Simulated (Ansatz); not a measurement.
H2Se (SMILES [SeH2]) at its CCSD(T)/cc-pVQZ minimum, average atomic masses, point group C2v.
(charge 0, multiplicity 1):
```xyz
3

Se     0.000     0.026     0.000
H     -1.046    -1.004     0.000
H      1.053    -0.997     0.000
```

Correlated levels freeze the cores. Filled d and f shells under p-block atoms count as core.

Codes used: Ansatz (Gaussian orbitals). Values without a source in brackets are computed.

Harmonic frequencies (cm⁻¹): 1055 2446 2458.

**Question.** Work out the rotational constants, the zero-point energy, and the ideal-gas entropy and heat capacity at 298.15 K and 1 bar (rigid rotor, harmonic oscillator).

**Answer.** 
Principal moments 2.070, 2.220, 4.290 u Å² give 16.8576/I = 8.142, 7.595, 3.929 cm⁻¹. Zero point: Σω/2 = 2980 cm⁻¹ = 8.52 kcal/mol. Translation R(1.5 ln M + 2.5 ln T − 1.1517) with M = 80.987 u: 163.66 J/(mol K). Rotation with σ = 2: q = 169.6, S = R(ln q + 3/2) = 55.15. Vibration, summed over R(u/(eᵘ − 1) − ln(1 − e⁻ᵘ)) with u = 1.43878ω/T: 0.31, of which the lowest mode gives 0.31. S° = 219.1 J/(mol K); C_p = 4R + 1.36 = 34.62 J/(mol K).

Ansatz is a quantum-chemistry and plane-wave program.
